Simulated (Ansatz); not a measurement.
CClFGeN (`N#[C][Ge]([F])[Cl]`) radical, relaxed with UKS PBE-D4/def2-SVP in Ansatz 0.2.0 from a rough embedded geometry. The force threshold is 0.03 eV/Å; the program also tests the step.

Total charge 0; spin multiplicity 2.

Start:

```xyz
5

N     2.277    0.664    0.361
C     1.174    0.300    0.028
Ge   -0.556   -0.287   -0.556
F    -0.857   -1.799    0.032
Cl   -2.038    1.123    0.134
```

(1) By how much does the energy fall, and how many steps does the optimiser take? (Estimate.)

(2) Which bonds change most? (An estimate is asked.)

(3) Give the relaxed structure. (Best estimate.)

Answers

(1) The calculation gave: 6.37 kcal/mol, in 7 steps.

(2) The calculation gave: Ge3–F4 from 1.650 to 1.755 Å; N1–C2 from 1.209 to 1.175 Å; C2–Ge3 from 1.918 to 1.951 Å; Ge3–Cl5 from 2.158 to 2.172 Å.

(3) Ansatz gave: 
```xyz
5

N     2.264    0.643    0.356
C     1.179    0.304    0.055
Ge   -0.559   -0.248   -0.638
F    -0.839   -1.825    0.079
Cl   -2.045    1.126    0.148
```
